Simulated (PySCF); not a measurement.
Molecule: C$_{3}$H$_{7}$Si, net charge 0, doublet state. It need not be the lowest isomer of its formula. 
Geometry from a B3LYP-D3(BJ)/def2-TZVP (Ansatz) optimisation:
```
C
H 1 1.0946
H 1 1.1019 2 106.85
C 1 1.4576 2 111.13 3 120.76
C 4 1.3061 1 141.69 2 -130.79
H 5 1.0848 4 122.47 1 -175.99
H 5 1.0933 6 116.11 4 179.44
Si 1 1.8976 2 108.12 3 -116.24
H 8 1.4799 1 109.62 2 176.01
H 8 1.4799 9 109.49 1 -120.84
H 8 1.4831 9 109.32 10 -119.57
```
Charge 0, spin multiplicity 2.

Dispersion corrections to the total energy (kcal/mol) from the dftd3 and dftd4 libraries through PySCF: D3(BJ) without and D4 with the three-body term, each with the damping fitted for the functional named.

```tsv
functional	D3(BJ)	D4
PBE	(withheld)	-4.62
HF	-39.43	-16.75
LC-wPBE	(withheld)	-5.13
BHLYP	(withheld)	-5.47
BP86	-7.90	-6.17
PW6B95	-2.54	-4.00
TPSSh	-5.72	-5.67
```

Question: Complete the blanks.

Answer: 
- PBE, D3(BJ): -4.91
- LC-wPBE, D3(BJ): -4.68
- BHLYP, D3(BJ): -6.77
